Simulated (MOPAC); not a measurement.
MOPAC input (MNDO):

```
MNDO PRECISE GNORM=0.05 LET XYZ UHF MS=0.5 GEO-OK AUX(PRECISION=9) THREADS=1
CHS

C    -1.02295600 1    0.16202200 1   -0.18222500 1
S     0.50216900 1   -0.03524600 1    0.06037700 1
H    -1.89697100 1   -0.40818900 1    0.12730900 1
```

From the output:

```
                                                       MOPAC v23.2.5 Linux

          FINAL HEAT OF FORMATION =         59.08053 KCAL/MOL =     247.19295 KJ/MOL

          COSMO AREA              =         74.68 SQUARE ANGSTROMS
          COSMO VOLUME            =         58.01 CUBIC ANGSTROMS

          GRADIENT NORM           =          0.01335          =       0.00771 PER ATOM
          IONIZATION POTENTIAL    =          8.342659 EV
          ALPHA SOMO LUMO (EV)    =         -8.343 -0.425
          BETA  SOMO LUMO (EV)    =        -10.993  0.257
          NO. OF ALPHA ELECTRONS  =          6
          NO. OF BETA  ELECTRONS  =          5
          MOLECULAR WEIGHT        =         45.0789         POINT GROUP:  C*v

          MOLECULAR DIMENSIONS (Angstroms)

            Atom       Atom       Distance
            H     3    S     2     2.52347
            C     1    S     2     0.00033
            C     1    H     3     0.00000

          SCF CALCULATIONS        =         14

   ATOM   CHEMICAL          X               Y               Z
  NUMBER   SYMBOL      (ANGSTROMS)     (ANGSTROMS)     (ANGSTROMS)

     1       C         -0.97477617  *  -0.02605164  *  -0.05518108  *
     2       S          0.49511171  *   0.01754505  *   0.02519611  *
     3       H         -2.02348908  *  -0.05668108  *  -0.11283937  *

                             CARTESIAN COORDINATES

   1    C       -0.974776169    -0.026051645    -0.055181078
   2    S        0.495111711     0.017545050     0.025196114
   3    H       -2.023489078    -0.056681081    -0.112839367

           Empirical Formula: C H S  =     3 atoms

      MOLECULAR POINT GROUP   :   C*v

          ALPHA EIGENVALUES
 -31.31352 -19.83250 -14.22102 -12.62423 -11.80043  -8.34266  -0.42510   3.05366
   4.51507

           BETA EIGENVALUES
 -30.13832 -19.35439 -14.02244 -11.55995 -10.99349   0.25650   0.93873   3.99723
   4.91159

              NET ATOMIC CHARGES AND DIPOLE CONTRIBUTIONS

  ATOM NO.   TYPE          CHARGE      No. of ELECS.   s-Pop       p-Pop
    1          C          -0.377035        4.3770     1.35148     3.02555
    2          S           0.215789        5.7842     1.85116     3.93305
    3          H           0.161246        0.8388     0.83875
 DIPOLE           X         Y         Z       TOTAL
 POINT-CHG.     0.711     0.021     0.039     0.713
 HYBRID        -1.868    -0.055    -0.102     1.872
 SUM           -1.157    -0.033    -0.064     1.159

          ATOMIC ORBITAL ELECTRON POPULATIONS

     Atom    s        px        py        pz
    1  C   1.35148   1.00222   1.11594   0.90739
    2  S   1.85116   0.95657   1.58312   1.39336
    3  H   0.83875

                    (SZ)    =    0.500000
                    (S**2)  =    0.780957

          ATOMIC ORBITAL SPIN POPULATIONS

    Atom   Total    s     px     py     pz
         Atomic
    1  C  0.9680  0.051  0.035  0.554  0.327
    2  S  0.0787  0.010 -0.050  0.145 -0.026
    3  H -0.0467 -0.047

 **********************
 *                    *
 * JOB ENDED NORMALLY *
 *                    *
 **********************

 == MOPAC DONE ==
```

The geometry given is a B3LYP-D3(BJ)/def2-TZVP minimum.
